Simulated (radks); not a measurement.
Dispersion coefficients C6 (hartree bohr^6) between ground-configuration atoms and ions, from the Casimir-Polder integral (3/pi) of alpha_A(iw) alpha_B(iw). Calculated with a radial shooting solver on a logarithmic mesh with Libxc functionals: scalar-relativistic Kohn-Sham, LDA (Slater exchange, VWN5 correlation), spin-polarised, spherical densities, finite nucleus; open shells are filled with parallel spins first (spin-orbit coupling, left out, can overturn this in heavy ions); Fermi nuclear charge, rms radius of each element as measured or else 0.836 A^(1/3) + 0.57 fm. Response by self-consistent Sternheimer equations with the Hartree and adiabatic LDA kernel, the relativistic mass of each level held fixed and spin-orbit coupling left out. For heavy and open-shell atoms this level of theory can miss by tens of per cent.

| C6 | Ce3+ | Ce4+ | Ce5+ | Ce6+ |
|---|---|---|---|---|
| Ce3+ | 46.73 |  |  |  |
| Ce4+ | 39.04 | 32.73 |  |  |
| Ce5+ | 33.12 | 27.82 | 23.67 |  |
| Ce6+ | 28.19 | 23.71 | 20.19 | 17.23 |

Static polarisabilities (bohr^3): Ce3+ ([Xe] 4f1) 7.599, Ce4+ ([Xe]) 5.807, Ce5+ ([Kr] 4d10 5s2 5p5) 4.803, Ce6+ ([Kr] 4d10 5s2 5p4) 4.014. The combination rule 2 Ca Cb / ((alpha_b/alpha_a) Ca + (alpha_a/alpha_b) Cb) gives 38.95 for Ce3+-Ce4+, against 39.04 from the integral.
